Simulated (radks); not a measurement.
The numbers below are computed, except where a source is named.
The dysprosium ion Dy11+, configuration [Kr] 4d10 4f6.75 5s2 5d0.25 (fractional occupations, a model configuration). Code: a radial shooting solver on a logarithmic mesh with Libxc functionals. Model: Dirac Kohn-Sham, PBE, spin-unpolarised, spherical densities, point nucleus; open shells are shared between the two j in proportion to 2j + 1.

X-ray form factor f0, the Fourier transform of the density (f0(0) = 55):

sin(theta)/lambda (1/angstrom),f0 (electrons)
0.05,54.726
0.1,53.921
0.15,52.637
0.2,50.951
0.25,48.957
0.3,46.750
0.4,42.050
0.5,37.422
0.6,33.196
0.8,26.403
1,21.730
1.25,18.056
1.5,15.702
2,12.145
